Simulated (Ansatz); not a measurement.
C$_{3}$H$_{5}$AlO (`C1=[CH][AlH][CH2]O1`). The species carries charge 0 and has multiplicity 1. The geometry is a stationary point of PBE0-D4/def2-TZVP.

```xyz
10

C     0.316    1.220    0.423
C    -0.004    0.321    1.379
Al   -0.393   -1.274    0.435
C    -0.016   -0.368   -1.284
O     0.338    0.979   -0.895
H     0.597    2.256    0.611
H     0.024    0.666    2.404
H    -0.838   -2.755    0.768
H     0.828   -0.761   -1.860
H    -0.855   -0.284   -1.982
```

Task: What is the dipole moment at ωB97M-V/def2-TZVPP? (An estimate is asked.)

Result: Computed: 0.62 D, with components (-0.17, -0.59, -0.04) D in this frame, pointing from negative to positive charge.

Task: And with PBE, r2SCAN, B3LYP? (An estimate is asked.)

Result: Computed: PBE 0.40 D, r2SCAN 0.47 D, B3LYP 0.57 D.

Task: Give the Mulliken charges with ωB97M-V, r2SCAN, PBE in def2-TZVPP. (An estimate is asked.)

Result: The calculation gave: 
```csv
atom,ωB97M-V,r2SCAN,PBE
C1,0.09,0.18,0.07
C2,-0.37,-0.42,-0.31
Al3,0.42,0.48,0.30
C4,-0.23,-0.14,-0.17
O5,-0.24,-0.24,-0.17
H6,0.11,0.08,0.09
H7,0.10,0.06,0.09
H8,-0.09,-0.13,-0.09
H9,0.11,0.07,0.09
H10,0.11,0.07,0.09
```

B3LYP here is the variant with VWN-RPA as its local correlation; programs differ in this.
